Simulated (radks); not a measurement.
Initial-state core-level shifts of the zirconium ion Zr2+ when its valence configuration changes from [Kr] 4d2. Method: Dirac Kohn-Sham, BLYP, spin-unpolarised, spherical densities, finite nucleus; open shells fill j = l - 1/2 first; Fermi nuclear charge, rms radius 4.2694 fm; computed with a radial shooting solver on a logarithmic mesh with Libxc functionals. Shifts are changes of the shell-averaged eigenvalues in eV (positive: less bound); the change of the density at the nucleus, which sets a Mossbauer isomer shift, is in e/bohr^3, on a base of 7.476e+04.

| valence | 2p | 3s | 3p | 3d | density at nucleus |
|---|---|---|---|---|---|
| 5p2 | -10.430 | -10.215 | -10.213 | -10.265 | +5.912 |
| 4d1 5p1 | -4.982 | -4.900 | -4.900 | -4.923 | +2.570 |
| 4d1.5 5s0.5 | -1.897 | -1.856 | -1.857 | -1.868 | +8.126 |
| 4d1 5s1 | -3.922 | -3.830 | -3.831 | -3.854 | +17.034 |
| 4d1 5s0.5 5p0.5 | -4.455 | -4.368 | -4.368 | -4.391 | +9.886 |
| 5s2 | -8.337 | -8.104 | -8.104 | -8.156 | +37.432 |
| 5s1 5p1 | -9.396 | -9.171 | -9.171 | -9.223 | +22.013 |
| 4d1.5 5p0.5 | -2.428 | -2.393 | -2.393 | -2.403 | +1.192 |
| 4d0.5 5s1.5 | -6.070 | -5.915 | -5.915 | -5.952 | +26.788 |
